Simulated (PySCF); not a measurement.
# Correlation energy of Al⁻ (aluminium, charge -1)

[Ne] 3s2 3p2, high-spin 3P determinant. All numbers are calculated (PySCF 2.14, scalar relativity by spin-free X2C-1e, in aug-cc-pCVTZ-DK with one added diffuse shell each of s, p, d, f type (9s8p6d4f, 91 functions)). Frozen: [Ne]; 4 electrons correlated.

```json
{"level": "CCSD", "correlation energy (mhartree)": "-64.49"}
{"level": "(T)", "correlation energy (mhartree)": "-3.06"}
{"level": "CCSD(T)", "correlation energy (mhartree)": "-67.55"}
```

Diagnostics: T1 = 0.019, D1 = 0.0418, largest double amplitude 0.089.

Cost of the coupled-cluster step: of the order of 18 core-seconds, for 4 correlated electrons.

Iterations:

```
CC2 = 0
CCSD nocc = (np.int64(3), np.int64(1)), nmo = (86, 86)
frozen orbitals [[0, 1, 2, 3, 4], [0, 1, 2, 3, 4]]
max_cycle = 100
direct = 0
conv_tol = 1e-08
conv_tol_normt = 1e-06
diis_space = 8
diis_start_cycle = 0
Init t2, MP2 energy = -0.0491617799636399
Init E_corr(UCCSD) = -0.0491617799779501
cycle = 1  E_corr(UCCSD) = -0.0593456212496774  dE = -0.0101838413  norm(t1,t2) = 0.0647809
cycle = 2  E_corr(UCCSD) = -0.0623732973464376  dE = -0.0030276761  norm(t1,t2) = 0.0265725
cycle = 3  E_corr(UCCSD) = -0.0644463075988857  dE = -0.00207301025  norm(t1,t2) = 0.0131504
cycle = 4  E_corr(UCCSD) = -0.0644718983666664  dE = -2.55907678e-05  norm(t1,t2) = 0.00327379
cycle = 5  E_corr(UCCSD) = -0.0644997467578187  dE = -2.78483912e-05  norm(t1,t2) = 0.00107544
cycle = 6  E_corr(UCCSD) = -0.0644970461119398  dE = 2.70064588e-06  norm(t1,t2) = 0.000514071
cycle = 7  E_corr(UCCSD) = -0.0644928052156104  dE = 4.24089633e-06  norm(t1,t2) = 0.000299137
cycle = 8  E_corr(UCCSD) = -0.064495442150172  dE = -2.63693456e-06  norm(t1,t2) = 0.00011563
cycle = 9  E_corr(UCCSD) = -0.0644943258757467  dE = 1.11627443e-06  norm(t1,t2) = 5.42645e-05
cycle = 10  E_corr(UCCSD) = -0.064493919431458  dE = 4.06444289e-07  norm(t1,t2) = 1.66843e-05
cycle = 11  E_corr(UCCSD) = -0.0644938769745312  dE = 4.24569268e-08  norm(t1,t2) = 6.24818e-06
cycle = 12  E_corr(UCCSD) = -0.0644939974636663  dE = -1.20489135e-07  norm(t1,t2) = 2.16601e-06
cycle = 13  E_corr(UCCSD) = -0.0644940272997684  dE = -2.9836102e-08  norm(t1,t2) = 7.97281e-07
cycle = 14  E_corr(UCCSD) = -0.064494025848973  dE = 1.45079537e-09  norm(t1,t2) = 2.93769e-07
UCCSD converged
E(UCCSD) = -242.3795149708432  E_corr = -0.06449402584897299
UCCSD(T) correction = -0.00305567553851145
```
